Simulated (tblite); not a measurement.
Problem. What does the GFN2-xTB structure of `C#Cc1cccc(O)c1[O-]` look like in three dimensions? (Charge -1.)

Solution. 
```xyz
15
C8H5O2 angstrom
C      3.339   -0.816    0.118
C      2.159   -0.581    0.086
C      0.774   -0.329    0.053
C     -0.122   -1.386    0.260
C     -1.483   -1.199    0.239
C     -2.007    0.081    0.005
C     -1.150    1.123   -0.199
O     -1.545    2.418   -0.438
C      0.287    0.983   -0.188
O      0.962    2.041   -0.395
H      4.373   -0.996    0.139
H      0.286   -2.376    0.441
H     -2.156   -2.033    0.401
H     -3.078    0.243   -0.015
H     -0.644    2.836   -0.528
```

Orientation and origin are arbitrary. Atoms count from 1 in this order. H15 on O8 lies 1.80 Å from O10, 4 bonds away (angle at H 128°; Bondi radii sum to 2.72 Å). The C–C distances run from 1.204 Å (C1≡C2, drawn triple) to 1.444 Å (C7–C9, aromatic), a spread of 0.240 Å. The 10 heavy atoms lie in one plane (0.000 Å rms). C5 (aromatic CH carbon) is planar (angles 120.5°, 119.8° and 119.7°, sum 360.0°, 0.00 Å off the plane of its three neighbours).

Bonds between heavy atoms (Å): C1≡C2 1.204, C2–C3 1.407, C3–C4 1.401, C4–C5 1.374, C5–C6 1.402, C6–C7 1.365, C7–O8 1.374, C7–C9 1.444, C9–O10 1.272, C3–C9 1.421.

The geometry is computed with GFN2-xTB (gas phase).

Point group: Cs (every atom within 0.08 Å of its image). Its GFN2-xTB frequencies are all real (lowest 95 cm⁻¹). Torsions: C6–C7–O8–H 180°.

One conformer stands for the species.
